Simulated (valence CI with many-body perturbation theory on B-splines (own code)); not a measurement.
Values are calculated unless marked as measured or tabulated.
Run record, Ce XXVII

The program does CI of the valence electrons with many-body perturbation theory for a frozen closed Dirac-Fock core.

Command, and the settings that its task file holds:

```sh
python run_cv.py task.json out
```

```
atom Ce  Z=58  mass_number=140  rms_radius_fm=4.8771
core [Ar] 3d10
valence 4s2 4p2
avg = 1
basis = S
breit = 1
cap = 10000
capref = 1200
cscale = 1
de = 0.0
dress = 0
eps = 2e-08
extrap = 1
h = 0.27
hh = 1
l2 = 3
lcore = 6
maxit = 60
n2 = 5
natural = 1
nlev = 21
nno = [3, 3, 3, 2, 1]
nroot = 26
ns = 4
nsp = [3, 3, 2, 1, 0]
pt2 = 1
qed = 1
rpa = 1
s1 = 1
s2 = 1
s3 = 1
screen = 1
tol = 2e-05
whole = 1
```

Log. The first blocks belong to the next ion, which gives the ionisation energy. Fields: 2J, parity (1 odd), roots, reference size, generating configurations, candidates as configurations/state functions, variational space P, stored matrix elements, Davidson steps; e2 is the range of second-order energies in hartree. The first line gives the box (bohr), its intervals, the orbitals and the steps of their self-consistent field. Window is the range of levels sought, series limit the energy at which the first omitted orbital would enter, core excitation an estimate of the first excitation out of the core, left out the lowest levels not solved, and shifts from estimates the range by which levels moved from their first estimate, all in cm⁻¹.

```
rmax 4.2 intervals 58 orbitals 36 references ['4s2 4p2', '4s 4p3', '4s2 4p 4d', '4p4', '4s 4p2 4d'] scf 4 t 0.9
2J=1 par=1 roots 2 ref 23 generators 7 cand 685/975 P 704/998 nnz 0 it 0
2J=1 par=1 roots 2 ref 23 generators 13 cand 385/597 P 1089/1595 nnz 0 it 5
   second order: generators 21 cand 874/1296 e2 -0.00000 -0.00000
reference levels 432, estimated 59, window 1253685 1/cm; series limit 4031651, core excitation 6259615
2J=0 par=0 roots 3 ref 22 generators 13 cand 144/253 P 1851/2778 nnz 6.8e+05 it 3
2J=0 par=0 roots 3 ref 22 generators 20 cand 694/1338 P 2545/4116 nnz 1.3e+06 it 5
   second order: generators 30 cand 3512/7107 e2 -0.00002 -0.00001
2J=2 par=0 roots 2 ref 35 generators 7 cand 344/987 P 1168/3521 nnz 1.4e+06 it 4
2J=2 par=0 roots 2 ref 35 generators 13 cand 1277/5296 P 2445/8817 nnz 7.3e+06 it 6
   second order: generators 24 cand 3785/18638 e2 -0.00003 -0.00002
2J=4 par=0 roots 3 ref 55 generators 13 cand 370/1013 P 1100/3589 nnz 1.5e+06 it 4
2J=4 par=0 roots 3 ref 55 generators 24 cand 1328/6370 P 2428/9959 nnz 9.1e+06 it 6
   second order: generators 35 cand 4588/33425 e2 -0.00007 -0.00002
2J=4 par=1 roots 8 ref 58 generators 24 cand 247/984 P 1037/3528 nnz 1.5e+06 it 5
2J=4 par=1 roots 8 ref 58 generators 29 cand 1347/6399 P 2384/9927 nnz 8.9e+06 it 7
   second order: generators 53 cand 6428/44699 e2 -0.00010 -0.00002
2J=2 par=1 roots 7 ref 46 generators 21 cand 303/1006 P 1250/3538 nnz 1.4e+06 it 5
2J=2 par=1 roots 7 ref 46 generators 31 cand 1621/6435 P 2871/9973 nnz 8.1e+06 it 7
   second order: generators 51 cand 5889/30793 e2 -0.00005 -0.00001
2J=6 par=1 roots 4 ref 53 generators 18 cand 271/1007 P 1071/3611 nnz 1.6e+06 it 4
2J=6 par=1 roots 4 ref 53 generators 27 cand 1243/6357 P 2314/9968 nnz 9e+06 it 7
   second order: generators 42 cand 5352/41001 e2 -0.00009 -0.00003
2J=0 par=1 roots 2 ref 17 generators 10 cand 363/610 P 1914/2932 nnz 7.7e+05 it 4
2J=0 par=1 roots 2 ref 17 generators 16 cand 689/1163 P 2603/4095 nnz 1.3e+06 it 5
   second order: generators 23 cand 4286/8942 e2 -0.00002 -0.00001
2J=8 par=1 roots 1 ref 37 generators 6 cand 396/1662 P 1355/5353 nnz 3.3e+06 it 4
2J=8 par=1 roots 1 ref 37 generators 12 cand 480/2161 P 1835/7514 nnz 5.8e+06 it 5
   second order: generators 17 cand 4567/34593 e2 -0.00005 -0.00005
left out: unestimated 1821475, estimated 1460239, shifts from estimates -11 to 21
```

(1) What became of the run, and why?

Answers

(1) It gave no result: the setting left no core shell for the response of the core. The program said: "need at least one array to concatenate".
